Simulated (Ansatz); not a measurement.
Ideal-gas functions of H$_{4}$O$_{3}$Sn, SMILES `[OH][SnH]([OH])[OH]` at 400 K and 1 bar, from an Ansatz frequency run at PBE0-D4/def2-TZVP.

Molar mass 170.74 g/mol, point group C3 (symmetry number 3), electronic degeneracy 1, moments of inertia 111.102, 111.306, 170.113 u Å². Harmonic wavenumbers (cm⁻¹, unscaled): 106, 110, 188, 206, 207, 281, 541, 542, 637, 640, 641, 837, 852, 853, 2010, 3883, 3883, 3884.

Use S(trans) = R[1.5 ln M + 2.5 ln T − 1.1517]; rotational temperatures θ = 24.2544 K / I; S(rot) = R[ln(√π/σ · √(T³/θAθBθC)) + 1.5]; for each mode x = 1.438777 ν̃/T, S = R[x/(eˣ − 1) − ln(1 − e⁻ˣ)] and H = RT x/(eˣ − 1); 1 cm⁻¹ = 0.0119627 kJ/mol; R = 8.31446 J/(mol·K).

By hand: the entropy, in J/(mol·K).

Translation 179.1. Rotation: θ = 0.2183, 0.2179, 0.1426 K, giving 103.6. Vibration, mode by mode: 16.38, 16.08, 11.72, 10.99, 10.96, 8.57, 3.98, 3.97, 3.03, 3.00, 3.00, 1.72, 1.64, 1.64, 0.05, 0.00, 0.00, 0.00, in all 96.7. Electronic 0.0. Sum 379.4 J/(mol·K).

By hand: H − E and G − E in kJ/mol, counted from the electronic energy.

Zero-point energy ½ × 20301 × 0.0119627 = 121.4; thermal vibration 20.4; translation, rotation and pV give 4 RT = 13.3. H − E = 155.1 kJ/mol, and G − E = 155.1 − 400 × 379.4/1000 = 3.3 kJ/mol.

Vibration gives 25 % of the entropy, 32.5 J/(mol·K) of it from the modes under 150 cm⁻¹: soft modes count most, and the harmonic formula is weakest for them. The sum counts one conformer and one mirror image; others add a mixing term.
